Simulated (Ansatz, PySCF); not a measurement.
Noncovalent pair: CH5N (SMILES CN) (first 7 atoms) with H4OSi (SMILES O[SiH3]); geometry from B3LYP-D3(BJ)/def2-TZVP, rigid monomers moved along the line of their centres of mass till N2···H10 is 3.23 Å.
(charge 0, multiplicity 1):
```xyz
13

C      0.2380    -0.3606    -0.1201
N     -0.2685     0.9711     0.2359
H     -0.4584    -1.1158     0.2446
H      1.1923    -0.5243     0.3807
H      0.3809    -0.5119    -1.1949
H     -1.1639     1.1479    -0.2046
H      0.3660     1.6961    -0.0786
O     -0.5924     0.9155     4.4463
Si    -0.1551    -0.4656     5.2014
H     -0.5257     0.9550     3.4598
H     -0.9735    -1.6329     4.7698
H     -0.3406    -0.2666     6.6557
H      1.2672    -0.8267     4.9457
```

Counterpoise-corrected where a basis set is named; no monomer relaxation.

Correlated levels freeze the cores.

The values were computed with Ansatz (Gaussian orbitals); PySCF for the dispersion terms. Each number belongs to the level named beside it.

PBE/def2-TZVPPD gives -12.1 kJ/mol for the interaction energy.

Q: How do the other levels lie against it? Give each less PBE: PBE-D3(BJ)/def2-TZVPPD, r2SCAN/def2-TZVPPD, B3LYP/def2-TZVPPD, wB97M-V/def2-TZVPPD, MP2/aug-cc-pV(D+d)Z, CCSD(T)/aug-cc-pV(D+d)Z.

A: PBE-D3(BJ)/def2-TZVPPD -1.7; r2SCAN/def2-TZVPPD 0.3; B3LYP/def2-TZVPPD 1.5; wB97M-V/def2-TZVPPD -0.7; MP2/aug-cc-pV(D+d)Z -0.5; CCSD(T)/aug-cc-pV(D+d)Z -0.4 kJ/mol. 2 of 6 lie above PBE; the widest gap is to PBE-D3(BJ)/def2-TZVPPD.

Ansatz is a quantum-chemistry and plane-wave program.
